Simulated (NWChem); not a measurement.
Everything below was run with NWChem. System: CH$_{5}$AlO, charge 0, spin multiplicity 1, at a geometry optimised with PBE0/def2-SVP. The structure started from a generated list of species. Level: TDA-PBE0/6-31+G* (spherical d).

Input file:

```
start mol
memory heap 200 mb stack 900 mb global 1100 mb
geometry units angstroms nocenter noautoz noautosym
  Al    -0.491291     0.907322     0.642347
  H     -0.423532     1.168827     2.199158
  H     -1.253804     1.832451    -0.400215
  O      0.323267    -0.474940     0.088641
  C      0.581355    -1.153135    -1.093659
  H      0.118515    -0.674750    -1.978294
  H      1.668744    -1.213968    -1.279100
  H      0.202592    -2.189414    -1.039238
end
basis spherical
  * library 6-31+g*
end
dft
  xc pbe0
  semidirect memsize 60000000 filesize 0
  iterations 100
end
tddft
  cis
  nroots 6
  notriplet
  thresh 1e-4
end
task tddft energy
```

NWChem printed:

```
             Northwest Computational Chemistry Package (NWChem) 7.3.0
             --------------------------------------------------------

                                NWChem Input Module
                                -------------------

 Scaling coordinates for geometry "geometry" by  1.889725989
 (inverse scale =  0.529177249)

                             Geometry "geometry" -> ""
                             -------------------------

 Output coordinates in angstroms (scale by  1.889725989 to convert to a.u.)

  No.       Tag          Charge          X              Y              Z
 ---- ---------------- ---------- -------------- -------------- --------------
    1 Al                  13.0000    -0.49129100     0.90732200     0.64234700
    2 H                    1.0000    -0.42353200     1.16882700     2.19915800
    3 H                    1.0000    -1.25380400     1.83245100    -0.40021500
    4 O                    8.0000     0.32326700    -0.47494000     0.08864100
    5 C                    6.0000     0.58135500    -1.15313500    -1.09365900
    6 H                    1.0000     0.11851500    -0.67475000    -1.97829400
    7 H                    1.0000     1.66874400    -1.21396800    -1.27910000
    8 H                    1.0000     0.20259200    -2.18941400    -1.03923800

 Effective nuclear repulsion energy (a.u.)     100.9498043079

            Nuclear Dipole moment (a.u.)
            ----------------------------
        X                 Y               Z
 ---------------- ---------------- ----------------
    -0.0000037795     0.0000037795    -0.0000075589


 Summary of "ao basis" -> "" (spherical)
 ------------------------------------------------------------------------------
       Tag                 Description            Shells   Functions and Types
 ---------------- ------------------------------  ------  ---------------------
 *                          6-31+g*                   on all atoms

                                 NWChem DFT Module
                                 -----------------

 Summary of "ao basis" -> "ao basis" (spherical)
 ------------------------------------------------------------------------------
       Tag                 Description            Shells   Functions and Types
 ---------------- ------------------------------  ------  ---------------------
 Al                         6-31+g*                 10       22   5s4p1d
 H                          6-31+g*                  2        2   2s
 O                          6-31+g*                  8       18   4s3p1d
 C                          6-31+g*                  8       18   4s3p1d

 Summary of "ao basis" -> "ao basis" (spherical)
 ------------------------------------------------------------------------------
       Tag                 Description            Shells   Functions and Types
 ---------------- ------------------------------  ------  ---------------------
 Al                         6-31+g*                 10       22   5s4p1d
 H                          6-31+g*                  2        2   2s
 O                          6-31+g*                  8       18   4s3p1d
 C                          6-31+g*                  8       18   4s3p1d

            General Information
            -------------------
          SCF calculation type: DFT
          Wavefunction type:  closed shell.
          No. of atoms     :     8
          No. of electrons :    32
           Alpha electrons :    16
            Beta electrons :    16
          Charge           :     0
[...]
  ----------------------------------------------------------------------------
     Transition Moments    X -0.30229   Y  0.56414   Z  0.42362
     Transition Moments   XX  0.58886  XY  0.87973  XZ  0.10198
     Transition Moments   YY -0.28246  YZ -0.38503  ZZ  0.04007
     Dipole Oscillator Strength                    0.0894923592
     Electric Quadrupole                           0.0000000710
     Magnetic Dipole                               0.0000000742
     Total Oscillator Strength                     0.0894925043

          sigma_e =   2.2728 Angstrom
          sigma_h =   1.3540 Angstrom
         |d_h->e| =   2.1153 Angstrom
            d_exc =   3.3723 Angstrom
            d_CD1 =   3.0341 Angstrom
            d_CD2 =   0.3020 Angstrom
            d_CD3 =   5.4877 Angstrom
     Pearson C.C. =   0.0163

     Occ.   15  a   ---  Virt.   17  a       -0.97658
     Occ.   16  a   ---  Virt.   18  a        0.11012
     Occ.   16  a   ---  Virt.   19  a        0.06780
     Occ.   16  a   ---  Virt.   28  a       -0.05511
  ----------------------------------------------------------------------------
  Root   3 singlet a              0.233262046 a.u.                6.3474 eV
  ----------------------------------------------------------------------------
     Transition Moments    X  0.07868   Y  0.04468   Z -0.01409
     Transition Moments   XX  0.31792  XY  0.22124  XZ  1.55523
     Transition Moments   YY  0.17178  YZ  1.01213  ZZ -0.49205
     Dipole Oscillator Strength                    0.0013039982
     Electric Quadrupole                           0.0000002486
     Magnetic Dipole                               0.0000015855
     Total Oscillator Strength                     0.0013058323

          sigma_e =   2.1292 Angstrom
          sigma_h =   1.9744 Angstrom
         |d_h->e| =   0.5879 Angstrom
            d_exc =   2.9425 Angstrom
            d_CD1 =   0.7426 Angstrom
            d_CD2 =  -1.4639 Angstrom
            d_CD3 =   3.5304 Angstrom
     Pearson C.C. =   0.0142

     Occ.   14  a   ---  Virt.   17  a       -0.99353
     Occ.   14  a   ---  Virt.   23  a       -0.06352
     Occ.   16  a   ---  Virt.   17  a        0.05677
  ----------------------------------------------------------------------------
  Root   4 singlet a              0.253932685 a.u.                6.9099 eV
  ----------------------------------------------------------------------------
     Transition Moments    X  0.13227   Y -0.23833   Z -0.13552
     Transition Moments   XX -0.50017  XY  0.67738  XZ  0.31619
     Transition Moments   YY -1.20899  YZ -0.14460  ZZ  1.32455
     Dipole Oscillator Strength                    0.0156863925
     Electric Quadrupole                           0.0000001995
     Magnetic Dipole                               0.0000000747
     Total Oscillator Strength                     0.0156866666

          sigma_e =   2.8493 Angstrom
          sigma_h =   1.7962 Angstrom
         |d_h->e| =   0.4439 Angstrom
            d_exc =   3.3143 Angstrom
            d_CD1 =   1.4970 Angstrom
            d_CD2 =  -1.8789 Angstrom
            d_CD3 =   3.7582 Angstrom
     Pearson C.C. =   0.0544

     Occ.   14  a   ---  Virt.   18  a       -0.09325
     Occ.   14  a   ---  Virt.   22  a       -0.07020
     Occ.   15  a   ---  Virt.   17  a        0.11765
     Occ.   16  a   ---  Virt.   18  a        0.96779
     Occ.   16  a   ---  Virt.   19  a        0.11615
     Occ.   16  a   ---  Virt.   20  a        0.07363
     Occ.   16  a   ---  Virt.   27  a        0.06487
  ----------------------------------------------------------------------------
  Root   5 singlet a              0.258122575 a.u.                7.0239 eV
  ----------------------------------------------------------------------------
     Transition Moments    X -0.15918   Y -0.10069   Z  0.02583
     Transition Moments   XX  0.30670  XY -0.28634  XZ -0.69183
     Transition Moments   YY -0.49190  YZ -0.36459  ZZ  0.19058
     Dipole Oscillator Strength                    0.0062193747
     Electric Quadrupole                           0.0000000806
     Magnetic Dipole                               0.0000006769
     Total Oscillator Strength                     0.0062201322

          sigma_e =   2.7863 Angstrom
          sigma_h =   1.3509 Angstrom
         |d_h->e| =   0.9384 Angstrom
            d_exc =   3.2075 Angstrom
            d_CD1 =   2.3738 Angstrom
            d_CD2 =  -1.1302 Angstrom
            d_CD3 =   4.1460 Angstrom
     Pearson C.C. =   0.0241

     Occ.   13  a   ---  Virt.   17  a       -0.09938
     Occ.   15  a   ---  Virt.   18  a        0.97838
     Occ.   15  a   ---  Virt.   19  a        0.08956
     Occ.   15  a   ---  Virt.   20  a        0.09089
     Occ.   15  a   ---  Virt.   22  a        0.05558
     Occ.   15  a   ---  Virt.   26  a        0.07159
     Occ.   15  a   ---  Virt.   27  a        0.05893
  ----------------------------------------------------------------------------
  Root   6 singlet a              0.278312158 a.u.                7.5733 eV
  ----------------------------------------------------------------------------
     Transition Moments    X  0.30582   Y -0.35811   Z  0.48600
     Transition Moments   XX -0.59631  XY  0.35969  XZ -1.12453
     Transition Moments   YY -0.29664  YZ  1.72758  ZZ -0.18137
     Dipole Oscillator Strength                    0.0849715108
     Electric Quadrupole                           0.0000005079
     Magnetic Dipole                               0.0000003880
     Total Oscillator Strength                     0.0849724067

          sigma_e =   3.7583 Angstrom
          sigma_h =   1.8859 Angstrom
         |d_h->e| =   0.7464 Angstrom
            d_exc =   3.9340 Angstrom
            d_CD1 =   2.6188 Angstrom
            d_CD2 =  -2.0757 Angstrom
            d_CD3 =   4.6804 Angstrom
     Pearson C.C. =   0.1949

     Occ.   14  a   ---  Virt.   18  a        0.20576
     Occ.   14  a   ---  Virt.   20  a       -0.11267
     Occ.   16  a   ---  Virt.   18  a       -0.12008
     Occ.   16  a   ---  Virt.   19  a        0.94794
     Occ.   16  a   ---  Virt.   20  a        0.12855

              Target root =      1
          Target symmetry = none
      Ground state energy =   -358.518834218086
        Excitation energy =      0.201506436683
     Excited state energy =   -358.317327781403

  stored tddft:energy   -358.31732778140304

 Task  times  cpu:       29.2s     wall:       29.2s

 Total times  cpu:       29.2s     wall:       29.2s
```
